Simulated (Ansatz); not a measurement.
Correlation energies of CH₄BFOS (`COB(F)S`) by basis set

Cartesian coordinates in Å:
```
C 1.253 -0.356 0.554
O -0.088 -0.462 0.105
B -0.753 0.572 -0.438
F -0.183 1.769 -0.584
S -2.466 0.400 -1.004
H 1.644 0.655 0.429
H 1.287 -0.631 1.609
H 1.867 -1.055 -0.015
H -2.561 -0.893 -0.657
```

Charge 0, multiplicity 1. Geometry: relaxed with PBE0-D4/def2-TZVP. It is one conformer, not always the lowest. Frozen core, restricted reference, Ansatz. CBS rows extrapolate triple and quadruple zeta.

| basis | HF (Eh) | MP2 corr. | CCSD corr. | (T) | CCSD(T) total |
| --- | --- | --- | --- | --- | --- |
| def2-TZVPP | -636.96952 | -0.92631 | -0.96131 | -0.03598 | -637.96681 |
| def2-QZVPP | -636.99176 | -1.00284 | -1.02841 | -0.04123 | -638.06140 |
| CBS(def2) | -636.99482 | -1.05953 | -1.07811 | -0.04512 | -638.11805 |
